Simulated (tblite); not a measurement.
C₉H₁₁ (charge +1).
Atom-mapped SMILES: `[CH2:1]=[CH:2][CH2:3][C@H:4]1[CH:5]=[CH:6][CH:7]=[CH:8][CH+:9]1` (hydrogens: H10, H11 on C1; H12 on C2; H13, H14 on C3; H15 on C4; H16 on C5; H17 on C6; H18 on C7; H19 on C8; H20 on C9)

Computed geometry: GFN2-xTB, gas phase.

Give the optimised bond lengths and angles.

| bond | length (Å) | order |
| --- | --- | --- |
| C1=C2 | 1.322 | double |
| C2–C3 | 1.492 | single |
| C3–C4 | 1.582 | single |
| C4–C5 | 1.460 | single |
| C5=C6 | 1.368 | double |
| C6–C7 | 1.399 | single |
| C7=C8 | 1.398 | double |
| C8–C9 | 1.369 | single |
| C4–C9 | 1.459 | single |
| C1–H10 | 1.078 | single |
| C1–H11 | 1.076 | single |
| C2–H12 | 1.082 | single |
| C3–H13 | 1.090 | single |
| C3–H14 | 1.091 | single |
| C4–H15 | 1.105 | single |
| C5–H16 | 1.081 | single |
| C6–H17 | 1.080 | single |
| C7–H18 | 1.081 | single |
| C8–H19 | 1.080 | single |
| C9–H20 | 1.081 | single |

Orders are formal, as drawn. A selection of angles:
| angle | degrees |
| --- | --- |
| C2–C1–H10 | 122.2 |
| C2–C1–H11 | 121.6 |
| H10–C1–H11 | 116.2 |
| C1–C2–C3 | 123.4 |
| C1–C2–H12 | 121.0 |
| C3–C2–H12 | 115.6 |
| C2–C3–C4 | 110.6 |
| C2–C3–H13 | 110.5 |
| C2–C3–H14 | 110.0 |
| C4–C3–H13 | 109.1 |
| C4–C3–H14 | 107.5 |
| H13–C3–H14 | 109.0 |
| C3–C4–C5 | 113.7 |
| C3–C4–C9 | 112.9 |
| C3–C4–H15 | 99.9 |
| C5–C4–C9 | 115.4 |
| C5–C4–H15 | 106.4 |
| C9–C4–H15 | 107.0 |
| C4–C5–C6 | 121.6 |
| C4–C5–H16 | 117.8 |
| C6–C5–H16 | 120.5 |
| C5–C6–C7 | 120.1 |
| C5–C6–H17 | 120.4 |
| C7–C6–H17 | 119.5 |
| C6–C7–C8 | 121.2 |
| C6–C7–H18 | 119.4 |
| C8–C7–H18 | 119.4 |
| C7–C8–C9 | 120.0 |
| C7–C8–H19 | 119.5 |
| C9–C8–H19 | 120.4 |
| C8–C9–H20 | 120.5 |
| C4–C9–C8 | 121.7 |
| C4–C9–H20 | 117.8 |

Torsions: C1–C2–C3–C4 119° (anticlinal); C2–C3–C4–C5 -69° (synclinal); C3–C4–C5–C6 132° (anticlinal); C4–C5–C6–C7 0° (synperiplanar); C5–C6–C7–C8 1° (synperiplanar); C6–C7–C8–C9 -1° (synperiplanar); C7–C8–C9–C4 0° (synperiplanar); C3–C4–C9–C8 -132° (anticlinal).

C1 (terminal =CH2 carbon) is planar (angles 122.2°, 121.6° and 116.2°, sum 360.0°, 0.01 Å off the plane of its three neighbours). C2 (alkene CH carbon) is planar (angles 123.4°, 121.0° and 115.6°, sum 360.0°, 0.01 Å off the plane of its three neighbours). C6 (alkene CH carbon) is planar (angles 120.4°, 120.1° and 119.5°, sum 360.0°, 0.00 Å off the plane of its three neighbours). C9 (carbon bonded to 2 C and H) is planar (angles 121.7°, 120.5° and 117.8°, sum 360.0°, 0.00 Å off the plane of its three neighbours). The C–C distances run from 1.322 Å (C1=C2, drawn double in a drawing that doesn't fit all lengths) to 1.582 Å (C3–C4, drawn single in a drawing that doesn't fit all lengths), a spread of 0.260 Å. C8 (carbon bonded to 2 C and H) is planar (angles 120.4°, 120.0° and 119.5°, sum 360.0°, 0.00 Å off the plane of its three neighbours). C7 (carbon bonded to 2 C and H) is planar (angles 121.2°, 119.4° and 119.4°, sum 360.0°, 0.00 Å off the plane of its three neighbours).

Point group: C1 (no symmetry element, even within 0.4 Å). Its GFN2-xTB frequencies are all real (lowest 49 cm⁻¹). 3 starts were optimised and ended at 0.00, 0.16 and 0.74 kcal/mol (GFN2-xTB); the lowest of these is shown.

One conformer stands for the species.
